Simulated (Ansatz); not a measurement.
Input for Ansatz (an electronic-structure program): R-RI-MP2/cc-pVQZ on AsBF2H2 (SMILES FB(F)[AsH2]), a point of a torsion scan. Files ending in .json are basis or fitting sets from the Basis Set Exchange. The run froze 17 orbitals, filled d shells among them.

Ansatz 0.2 input:
```yaml
crystal:
  periodic: [false, false, false]
  atoms:
    - {symbol: F, position_ang: [-1.67212093, -1.05646448, 0.36943900]}
    - {symbol: B, position_ang: [-0.84782951, -0.07865132, 0.04292647]}
    - {symbol: F, position_ang: [-1.43276497, 0.89324866, -0.63066305]}
    - {symbol: As, position_ang: [1.07076081, -0.01780944, 0.65499090]}
    - {symbol: H, position_ang: [1.39699800, -1.31839078, -0.01537689]}
    - {symbol: H, position_ang: [1.51973685, 0.73121582, -0.56334309]}
basis:
  gaussian:
    orbitals: cc-pVQZ
    fitting: {mean_field: def2-universal-JKFIT, correlation: cc-pVQZ-RIFIT.json}
magnetization: {spin_polarized: false}
correlation: {method: mp2, electrons: outside_noble_gas}
scf: {lower_state_search: off}
```

Task: What total energy does the run end on?

Result: -2459.9969 hartree.
